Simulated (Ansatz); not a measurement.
Program: Ansatz. Geometries: PBE0-D4/def2-TZVP. ΔE: electronic, gas phase. CCSD(T)/CBS adds triple-zeta CCSD(T) − MP2 to the extrapolated MP2 energy (def2 sets, frozen cores). This one scheme is used for every species, atoms too. DFT in def2-TZVPP. B3LYP here is the variant with VWN-RPA as its local correlation; programs differ in this. No spin–orbit coupling; open shells (•) take unrestricted orbitals. Spin–orbit coupling would lower the free atoms: a little for Al, C, O. One conformer a species, not always the lowest.

Consider the atomization: `C=C(C)[CH]1[O][AlH]1` → Al• + 4 C• + 7 H• + O•.

| level | ΔE (kcal/mol) | difference from CCSD(T)/CBS |
| --- | --- | --- |
| PBE-D4 | 1259.2 | 33.8 |
| r2SCAN-D4 | 1233.8 | 8.4 |
| PBE0-D4 | 1233.4 | 8.0 |
| B2PLYP | 1213.8 | -11.6 |
| PBE0 | 1227.7 | 2.3 |
| B3LYP | 1214.2 | -11.2 |
| HF/def2-TZVPP | 885.4 | -340.0 |
| HF/def2-QZVPP | 887.2 | -338.2 |
| HF/CBS(def2) | 887.5 | -337.9 |
| MP2/CBS(def2) | 1251.6 | 26.2 |
| CCSD(T)/CBS | 1225.4 | 0 |

Largest T1 diagnostic among the species: 0.018.

In def2-TZVPP, CCSD(T) changes the Hartree–Fock value by +309.0 kcal/mol (the triples alone add +21.3 kcal/mol) and MP2 by +335.2 kcal/mol; breaking electron pairs costs correlation energy, which Hartree–Fock lacks. From PBE to PBE0 (25 % exact exchange), in def2-TZVPP and without D4, ΔE moves by −24.8 kcal/mol: exact exchange takes away binding that semilocal exchange gives to molecules. The D4 term adds +10.9 kcal/mol with B3LYP and +5.7 kcal/mol with PBE0; it sums over pairs of atoms, weighted by their polarisabilities, and B3LYP, whose exchange is more repulsive, gets the larger term.

For atomizations the MP2-based limit and the directly extrapolated one differ by several kJ/mol either way, and by 10 to 25 for some Ge, Se and Sn compounds, so smaller differences from it don't rank the levels.
